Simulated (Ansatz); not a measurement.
`N#[C][In]([F])[Cl]` + H₂Se → `[F][In]([Cl])[SeH]` + `C#N` at 500 K and 1 bar (ligand exchange at the In–C bond).

Calculated with Ansatz (gas phase, PBE0-D4/def2-TZVP geometries, no zero-point term in ΔE). CCSD(T)/CBS is the MP2 limit (def2-TZVPP, def2-QZVPP) plus CCSD(T) − MP2 in def2-TZVPP, frozen cores. This one scheme is used for every species. Elements past krypton have def2 core potentials. For In, Se outer-core shells are correlated without core-valence functions, which leaves a few kJ/mol of doubt a bond. Scalar relativity is left out up to krypton. One conformer a species, not always the lowest.

| species | CCSD(T)/CBS energy (Eh) | H − E (kJ/mol) | S (J/(mol·K)) |
| --- | --- | --- | --- |
| `N#[C][In]([F])[Cl]` | -842.19796 | 66.2 | 409.6 |
| H₂Se | -2401.89790 | 53.1 | 237.8 |
| `[F][In]([Cl])[SeH]` | -3150.81023 | 67.3 | 416.6 |
| `C#N` | -93.32098 | 60.1 | 220.8 |

H − E and S are ideal-gas, rigid-rotor, harmonic terms from PBE0-D4/def2-TZVP, for one conformer and one mirror image of each species. 1 Eh = 2625.50 kJ/mol, R = 8.31446 J/(mol·K).

Task: By hand: ΔE, ΔH, ΔS and ΔG.

Result: ΔE = (-3150.81023) + (-93.32098) − (-842.19796) − (-2401.89790) = -0.03535 Eh = -92.8 kJ/mol. Δ(H − E) = 67.3 + 60.1 − 66.2 − 53.1 = 8.1, so ΔH = -84.7 kJ/mol. ΔS = 416.6 + 220.8 − 409.6 − 237.8 = -10.0 J/(mol·K). ΔG = -84.7 − 500 × (-10.0)/1000 = -79.7 kJ/mol.

Task: By hand: the equilibrium constant, and the temperature at which ΔG would vanish if ΔH and ΔS stayed fixed.

Result: log₁₀ K = −ΔG/(RT ln 10) = 8.3. ΔG = 0 at ΔH/ΔS = 8470 K, far beyond where these terms or the molecules hold.

The number of gas molecules stays the same, so ΔS is small and ΔH decides. A doubt of 5 kJ/mol in ΔE shifts log₁₀ K by 0.5 here. Other conformers and mirror images would add mixing entropy, several J/(mol·K) or more a flexible species. These are equilibria of isolated gas molecules and say nothing of rates. Largest T1 diagnostic: 0.016 (customary marks: 0.02 for closed shells, 0.045 for open ones).
